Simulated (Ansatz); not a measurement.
PBE exchange is replaced step by step with exact exchange (0 % is PBE, 25 % PBE0; no dispersion term), basis def2-TZVPD, Ansatz. System: [InF4]- (InF₄⁻). The state is a singlet with charge -1. Geometry: PBE0-D4/def2-SVPD.

Geometry of the singlet:

```xyz
5

In    0.000    0.000    0.000
F     1.827   -0.702   -0.419
F    -1.279   -1.531    0.171
F    -0.603    1.213   -1.474
F     0.055    1.020    1.722
```

In the def2 sets In takes a core potential; there is no spin–orbit coupling.

```csv
exact exchange (%),HOMO (eV),LUMO (eV),gap (eV)
0,-3.69,1.64,5.33
10,-4.47,1.99,6.46
15,-4.86,2.16,7.02
25,-5.64,2.51,8.14
35,-6.42,2.84,9.26
50,-7.62,3.29,10.91
```

(1) Estimate the row for 5 %.

## Answers

(1) 
```
exact exchange (%)  HOMO (eV)  LUMO (eV)  gap (eV)
                 5      -4.09       1.81      5.91
```
